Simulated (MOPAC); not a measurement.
MOPAC input (PM7):

```
PM7 PRECISE GNORM=0.05 LET XYZ UHF MS=0.5 GEO-OK AUX(PRECISION=9) THREADS=1
C3H4B

C     2.09124600 1   -0.01937200 1    0.06352100 1
C     0.87549700 1   -0.13973900 1    0.05976200 1
B    -0.54822400 1   -0.41436700 1    0.09091500 1
C    -1.91006700 1    0.25948400 1   -0.13083100 1
H     3.15097700 1    0.06584500 1    0.07310800 1
H    -2.08438000 1    0.92572000 1    0.72540100 1
H    -1.90695700 1    0.90076800 1   -1.01951600 1
H    -2.75857400 1   -0.42273800 1   -0.18827900 1
```

From the output:

```
                                                       MOPAC v23.2.5 Linux

          FINAL HEAT OF FORMATION =         80.90727 KCAL/MOL =     338.51600 KJ/MOL

          COSMO AREA              =        107.32 SQUARE ANGSTROMS
          COSMO VOLUME            =         88.25 CUBIC ANGSTROMS

          GRADIENT NORM           =          0.02447          =       0.00865 PER ATOM
          IONIZATION POTENTIAL    =          7.464199 EV
          ALPHA SOMO LUMO (EV)    =         -7.464 -1.064
          BETA  SOMO LUMO (EV)    =        -10.785 -1.549
          NO. OF ALPHA ELECTRONS  =         10
          NO. OF BETA  ELECTRONS  =          9
          MOLECULAR WEIGHT        =         50.8746         POINT GROUP:  C3v

          MOLECULAR DIMENSIONS (Angstroms)

            Atom       Atom       Distance
            H     8    H     5     5.74896
            H     7    H     6     1.77184
            H     6    H     5     1.50894

          SCF CALCULATIONS        =         33

   ATOM   CHEMICAL          X               Y               Z
  NUMBER   SYMBOL      (ANGSTROMS)     (ANGSTROMS)     (ANGSTROMS)

     1       C          2.19518449  *  -0.18554487  *   0.10784063  *
     2       C          0.89863113  *  -0.06830834  *   0.04099950  *
     3       B         -0.48143177  *   0.05742093  *  -0.03088024  *
     4       C         -1.99524024  *   0.19766789  *  -0.10427490  *
     5       H          3.21078350  *  -0.27753494  *   0.16022303  *
     6       H         -2.36079603  *   0.77190540  *   0.76164023  *
     7       H         -2.30151069  *   0.74290649  *  -1.00913879  *
     8       H         -2.51079178  *  -0.77231003  *  -0.10303668  *

                             CARTESIAN COORDINATES

   1    C        2.195184494    -0.185544871     0.107840632
   2    C        0.898631135    -0.068308343     0.040999496
   3    B       -0.481431771     0.057420934    -0.030880244
   4    C       -1.995240236     0.197667890    -0.104274899
   5    H        3.210783501    -0.277534942     0.160223034
   6    H       -2.360796028     0.771905404     0.761640226
   7    H       -2.301510686     0.742906494    -1.009138790
   8    H       -2.510791778    -0.772310026    -0.103036679

           Empirical Formula: C3 H4 B  =     8 atoms

      MOLECULAR POINT GROUP   :   C3v

          ALPHA EIGENVALUES
 -25.19663 -24.38922 -19.28892 -15.10915 -13.97318 -13.81590 -12.44192 -11.50466
 -11.01640  -7.46420  -1.06414   1.43330   2.02185   3.82157   4.93661   5.73504
   5.74081   5.82423   6.61544   7.07651

           BETA EIGENVALUES
 -25.09902 -24.34446 -19.17919 -15.04491 -13.84414 -13.82713 -12.46667 -10.91387
 -10.78533  -1.54924  -1.06153   1.92686   1.96070   3.63394   5.16774   5.75387
   5.86634   5.96518   6.72365   7.09112

              NET ATOMIC CHARGES AND DIPOLE CONTRIBUTIONS

  ATOM NO.   TYPE          CHARGE      No. of ELECS.   s-Pop       p-Pop
    1          C          -0.141366        4.1414     1.17714     2.96423
    2          C          -0.159376        4.1594     1.16814     2.99124
    3          B           0.190601        2.8094     0.72975     2.07965
    4          C          -0.571315        4.5713     1.04858     3.52274
    5          H           0.177168        0.8228     0.82283
    6          H           0.172496        0.8275     0.82750
    7          H           0.168625        0.8314     0.83137
    8          H           0.163166        0.8368     0.83683
 DIPOLE           X         Y         Z       TOTAL
 POINT-CHG.    -0.200     0.088     0.023     0.219
 HYBRID         0.190     0.004     0.025     0.191
 SUM           -0.010     0.092     0.047     0.104

          ATOMIC ORBITAL ELECTRON POPULATIONS

     Atom    s        px        py        pz
    1  C   1.17714   1.02761   1.06821   0.86840
    2  C   1.16814   1.01949   0.96024   1.01151
    3  B   0.72975   0.88442   0.95658   0.23865
    4  C   1.04858   1.19898   1.16573   1.15802
    5  H   0.82283
    6  H   0.82750
    7  H   0.83137
    8  H   0.83683

                    (SZ)    =    0.500000
                    (S**2)  =    0.826000

          ATOMIC ORBITAL SPIN POPULATIONS

    Atom   Total    s     px     py     pz
         Atomic
    1  C  0.7025  0.019  0.024  0.499  0.160
    2  C -0.3740 -0.014 -0.023 -0.219 -0.119
    3  B  0.6567  0.023  0.000  0.626  0.008
    4  C -0.0012 -0.001 -0.005  0.006 -0.001
    5  H -0.0174 -0.017
    6  H  0.0018  0.002
    7  H  0.0102  0.010
    8  H  0.0213  0.021

 **********************
 *                    *
 * JOB ENDED NORMALLY *
 *                    *
 **********************

 == MOPAC DONE ==
```

The geometry given is a B3LYP-D3(BJ)/def2-TZVP minimum.
